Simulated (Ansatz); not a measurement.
Consider the hydrogenolysis of the Sb–F bond: `[OH][Sb]([F])[SiH3]` + H₂ → `[OH][SbH][SiH3]` + H–F.

Computed with Ansatz on PBE0-D4/def2-TZVP structures; ΔE is electronic, products minus reactants. CBS: MP2 limit from def2 TZ/QZ plus the TZ coupled-cluster correction, frozen cores. This one scheme is used for every species. DFT in def2-TZVPP. HSE06 is defined as in plane-wave codes. Elements past krypton have def2 core potentials. For Sb outer-core shells are correlated without core-valence functions, which leaves a few kJ/mol of doubt a bond. One conformer a species, not always the lowest.

`[OH][Sb]([F])[SiH3]`:

Cartesian coordinates in Å:
```
O 0.846 -2.075 -0.105
Sb -0.848 -1.266 -0.632
F -0.237 -0.502 -2.293
Si -0.408 1.002 0.592
H 1.568 -1.443 -0.037
H -0.738 0.879 2.038
H 1.041 1.313 0.446
H -1.223 2.091 -0.007
```

H₂:

Z-matrix (Å, degrees):
```
H
H 1 0.746
```

`[OH][SbH][SiH3]`:

Z-matrix (Å, degrees):
```
Si
Sb 1 2.580
H 1 1.489 2 108.7
H 1 1.486 2 109.4 3 -118.5
H 1 1.485 2 110.8 3 120.6
O 2 1.984 1 92.4 3 -163.3
H 2 1.717 1 90.2 3 -68.1
H 6 0.960 2 109.5 1 -146.8
```

H–F:

Z-matrix (Å, degrees):
```
F
H 1 0.920
```

CCSD(T)/CBS gives +37.7 kJ/mol.

Task: Another level gave +42.7 kJ/mol. Which?
A. HSE06/def2-TZVPP
B. CCSD/def2-TZVPP
C. revPBE/def2-TZVPP
D. B2PLYP/def2-TZVPP

Result: D. B2PLYP 42.7, CCSD/def2-TZVPP 24.2, revPBE 47.4, HSE06 33.0 kJ/mol.

Largest T1 diagnostic among the species: 0.015.

From BLYP to BHLYP (50 % exact exchange), in def2-TZVPP and without D4, ΔE moves by −20.8 kJ/mol. Leaving LDA and LC-ωPBE aside and taking each functional with its dispersion term where it has one, the values, not all of them listed here, spread over 32.8 kJ/mol, from PBE-QIDH to BLYP-D4. LDA lies −9.0 kJ/mol from PBE without D4. At CCSD(T), def2-SVP lies −16.6 kJ/mol from the extrapolated value and def2-TZVPP −9.8 kJ/mol.

CCSD(T)/CBS has its own doubt, a few kJ/mol and more with outer-core shells, so smaller differences from it don't rank the levels.
